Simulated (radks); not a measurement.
The numbers below are computed, except where a source is named.
Problem. Coherent X-ray form factor from a spherical all-electron density. Code: a radial shooting solver on a logarithmic mesh with Libxc functionals. Model: scalar-relativistic Kohn-Sham, BLYP, spin-polarised, spherical densities, finite nucleus; Fermi nuclear charge, rms radius of each element as measured or else 0.836 A^(1/3) + 0.57 fm.

| sin(theta)/lambda (1/angstrom) | f0 (electrons) |
|---|---|
| 0.05 | 33.921 |
| 0.1 | 33.685 |
| 0.15 | 33.300 |
| 0.2 | 32.776 |
| 0.25 | 32.127 |
| 0.3 | 31.370 |
| 0.4 | 29.609 |
| 0.5 | 27.646 |
| 0.6 | 25.626 |
| 0.8 | 21.817 |
| 1 | 18.618 |
| 1.25 | 15.432 |
| 1.5 | 12.847 |
| 2 | 8.930 |

The species is in the configuration that NIST lists as its ground one. Which atom or ion scatters so?

Solution. The barium ion Ba22+, [Ar] 3d10 4s2 4p4. Extrapolating in s^2 from the first two rows gives f0(0) = 34.0, near the electron count 34; among species with that count, the fall with angle is slower the higher Z, and the table is that of Z = 56; from so few rows the species is fixed only to a neighbour or two.
